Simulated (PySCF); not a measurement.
Gas-phase reaction: 2 K₂ + 2 H₂O → 4 KH + O₂, at 600 K and a standard pressure of 1 bar. Level: B3LYP/def2-TZVP†.

Computed with PySCF and rigid-rotor harmonic-oscillator thermochemistry at 1 bar. † marks an energy on the PBE0/def2-TZVP geometry and frequencies. Open shells (unrestricted): O₂ (multiplicity 3); the rest are closed-shell singlets. B3LYP is the form with VWN-RPA correlation. The harmonic model lacks anharmonicity and excited electronic states, which grow with temperature; levels with a mode under 35 cm⁻¹ are left out.

| species | E (Ha) | H(600 K) − E (kJ/mol) | S°(600 K) (J/mol/K) |
|---|---|---|---|
| K₂ | -1199.86897 | 22.5 | 275.8 |
| H₂O | -76.46300 | 76.8 | 212.8 |
| KH | -600.49439 | 24.5 | 220.8 |
| O₂ | -150.38958 | 28.1 | 225.9 |
E: electronic energy; H − E holds the zero-point and thermal terms. 1 Ha = 2625.5 kJ/mol.

Task: Work out ΔH°, ΔS°, ΔG° and log10 K from these numbers.

Result: 1. ΔE = 4×(-600.49439) + 1×(-150.38958) − 2×(-1199.86897) − 2×(-76.46300) = 0.29680 Ha = 779.2 kJ.
2. Δ(H − E) = 4×(24.5) + 1×(28.1) − 2×(22.5) − 2×(76.8) = -72.5 kJ, so ΔH° = 706.7 kJ.
3. ΔS° = 4×(220.8) + 1×(225.9) − 2×(275.8) − 2×(212.8) = 131.9 J/K; the number of gas molecules changes by +1.
4. ΔG° = ΔH° − TΔS° = 706.7 − 600×(131.9)/1000 = 627.6 kJ.
5. log10 K = −ΔG°/(RT ln 10) = -54.62, with RT ln 10 = 11.49 kJ/mol; at standard pressures the reactants are favoured.
6. A shift of 10 kJ in ΔE would move log10 K by 0.87 here.
For scale, ΔH°(298 K) is 701 kJ at this level, 691 kJ at ωB97M-V/def2-TZVP†, and runs from 421 to 829 kJ over the 20 levels computed; the NASA 1993 table gives 728 kJ (entries not checked at source). After a fit of one offset per element over all species, the range-separated, M06-2X, PBE0/def2-QZVP and CCSD(T)/def2-TZVPP enthalpies, where run, lie to one side of the table for K₂ (-20 kJ/mol): a fault of the table's entry, another state or a shared error of the levels is possible; this was not checked at source.
